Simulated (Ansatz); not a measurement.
Cartesian coordinates (Å):
SMILES: B[SiH2]Cl
```xyz
7

B      1.1939     0.1383     0.0836
Si    -0.7519    -0.3268    -0.0237
Cl    -1.4795     1.6003    -0.3029
H      1.6854     0.4543     1.1254
H      1.8533     0.2214    -0.9090
H     -1.3773    -0.8756     1.2057
H     -1.1805    -1.1477    -1.1839
```
Charge 0, multiplicity 1.

All values below come from frozen-core CCSD(T)/def2-TZVPP // PBE0-D4/def2-TZVP (Ansatz, a quantum-chemistry and plane-wave program).

```yaml
HF energy: -775.49069 Ha
MP2 correlation energy: -0.41145 Ha
```

Task: Estimate the CCSD correlation energy, the (T) correction, the total energy and the T1 diagnostic.

Result: 
The CCSD correlation energy is -0.46243 Ha. The (T) correction comes out as -0.01690 Ha, the CCSD(T) total energy is -775.97002 Ha and the T1 diagnostic comes out as 0.010.
